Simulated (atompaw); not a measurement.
Reading a pseudo-wave (Lu)

Columns: radius, all-electron u(r) and pseudo u(r) of the 6p shell (level -1.98 eV) of lutetium in the configuration [Kr] 4d10 4f14 5s2 5p6 5d1 6s1 6p1; PBEsol, scalar-relativistic, PAW (atompaw) scheme, atompaw 4.2.0.5.

```
r (bohr)  all-electron   pseudo
   0.094       -0.0198  -0.0025
   0.188       -0.0611  -0.0096
   0.283        0.0499  -0.0212
   0.377        0.1117  -0.0360
   0.471        0.0922  -0.0530
   0.565        0.0274  -0.0711
   0.660       -0.0484  -0.0890
   0.754       -0.1135  -0.1049
   0.848       -0.1608  -0.1178
   0.942       -0.1888  -0.1265
   1.037       -0.1992  -0.1301
   1.131       -0.1948  -0.1280
   1.225       -0.1788  -0.1199
   1.319       -0.1541  -0.1059
   1.413       -0.1231  -0.0862
   1.508       -0.0876  -0.0613
   1.602       -0.0499  -0.0323
   1.696       -0.0110  -0.0001
   1.790        0.0282   0.0343
   1.885        0.0673   0.0703
   1.979        0.1049   0.1062
   2.073        0.1411   0.1415
   2.167        0.1756   0.1757
   2.262        0.2086   0.2086
   2.356        0.2393   0.2393
   2.450        0.2680   0.2680
```

Problem. How many radial nodes do the two functions have?

Solution. The all-electron 6p function has n − l − 1 = 4 (the table is too coarse to show those close to the nucleus); the pseudo-wave has 1, since 1 lower shell of the same l stays in the valence.

Problem. Is the pseudo-wave norm-conserving?

Solution. No, it belongs to a PAW set: the norm inside the radius is not constrained, and the difference is carried by the augmentation charge.
